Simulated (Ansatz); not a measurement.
Mulliken charges of CH4OSSi (`OC1[SiH2]S1`) from r2SCAN/def2-TZVPP in Ansatz (PBE0-D4/def2-TZVP geometry).

| atom | x (Å) | y (Å) | z (Å) | charge (e) |
| --- | --- | --- | --- | --- |
| O1 | 0.141 | 1.543 | -0.613 | -0.321 |
| C2 | -0.386 | 0.492 | 0.110 | 0.043 |
| Si3 | 0.614 | -1.053 | 0.281 | 0.372 |
| S4 | -1.123 | -0.947 | -0.873 | -0.275 |
| H5 | -0.578 | 2.052 | -1.001 | 0.208 |
| H6 | -1.082 | 0.783 | 0.896 | 0.097 |
| H7 | 1.923 | -1.104 | -0.403 | -0.056 |
| H8 | 0.582 | -1.823 | 1.545 | -0.069 |

Q: By hand: the dipole of these point charges (1 e Å = 4.8032 D).

A: Σ q r = (0.102, 0.085, 0.341) e Å, of length 0.366 e Å = 1.76 D.

Q: How does the dipole of the full density compare? (Best estimate.)

A: The calculation gave: (-0.018, 0.156, 0.206) e Å, 1.24 D; the point charges give 1.42 times that, at 31° from its direction.

Point charges leave out the atoms' own dipoles, such as those of lone pairs, and Mulliken's split depends on the basis, so the two needn't agree.
